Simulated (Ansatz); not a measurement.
Reaction (formal loss of a carbene): `CSBO[SiH3]` → `[CH2]` (triplet) + `[SiH3]OBS`

Isolated molecules relaxed with PBE0-D4/def2-TZVP in Ansatz; ΔE leaves out vibrations. CCSD(T)/CBS adds triple-zeta CCSD(T) − MP2 to the extrapolated MP2 energy (def2 sets, frozen cores). This one scheme is used for every species. Functionals use def2-TZVPP. Triplets are unrestricted, without spin–orbit coupling. Each species was taken in one conformer, which may not be the lowest.

| level | ΔE (eV) |
| --- | --- |
| BLYP-D4 | 4.38 |
| PBE0 | 4.37 |
| HF/def2-SVP | 2.88 |
| CCSD/def2-SVP | 4.07 |

Q: What does CCSD(T)/CBS give? (Best estimate.)

A: The calculation gave: +4.44 eV. The listed levels differ from it by -0.06, -0.07, -1.56, -0.37 eV.

Largest T1 diagnostic among the species: 0.013.

From PBE to PBE0 (25 % exact exchange), in def2-TZVPP and without D4, ΔE moves by −0.10 eV. The D4 term adds +0.10 eV with B3LYP and +0.05 eV with PBE0; it sums over pairs of atoms, weighted by their polarisabilities, and B3LYP, whose exchange is more repulsive, gets the larger term.

B3LYP here is the variant with VWN-RPA as its local correlation; programs differ in this.
